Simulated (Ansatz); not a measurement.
Basis-set extrapolation for `FC[SiH2]BS` (PBE0-D4/def2-TZVP geometry, frozen core, the Gaussian-basis code of Ansatz). Multiplicity 1, RHF reference.

```json
{"": "HF", "def2-TZVPP": "-852.039783", "def2-QZVPP": "-852.067091"}
{"": "MP2 correlation", "def2-TZVPP": "-0.820363", "def2-QZVPP": "-0.886973"}
{"": "CCSD(T) correlation", "def2-TZVPP": "-0.913471", "def2-QZVPP": "not run"}
```

Energies in hartree. Use E(X) = E(∞) + A·exp(−7.88·√X) for Hartree–Fock and E(X) = E(∞) + B·X^(−2.97) for correlation, with X = 3 and 4, and add CCSD(T) minus MP2 of the smaller set to the MP2 limit.

Problem. What is the CCSD(T) energy at the basis-set limit?

Solution. HF limit: -852.067091 + (-0.027308) × 0.13774 = -852.07085. MP2 limit: -0.886973 + (-0.066610) × 0.74074 = -0.93631. Higher-order term: -0.913471 − (-0.820363) = -0.09311. Total: -853.10027 hartree, 386.0 kJ/mol below CCSD(T)/def2-TZVPP.
